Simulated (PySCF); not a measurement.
SiAs at BLYP

Computed with BLYP; basis Si 6-31G(d,p), As 6-31G(d,p); no relativity; PySCF 2.14.

```json
{
 "state": "²Π (doublet), unpaired electrons π ↑",
 "bond length": "2.231 Å",
 "harmonic wavenumber": "456 cm⁻¹",
 "force constant": "2.50 mdyn/Å",
 "rotational constant Be": "0.1663 cm⁻¹",
 "anharmonicity ωexe": "1.41 cm⁻¹",
 "vibration–rotation constant αe": "0.000735 cm⁻¹",
 "well depth De to Si + As": "80.6 kcal/mol",
 "dissociation energy D0": "80.0 kcal/mol",
 "bond order (Mayer)": "2.17",
 "dipole moment (positive dipole means Si(−)As(+))": "-0.57 D"
}
```

Spin–orbit coupling is left out. The state is the lowest determinant that a PBE0 search found; another state may lie lower at other levels.
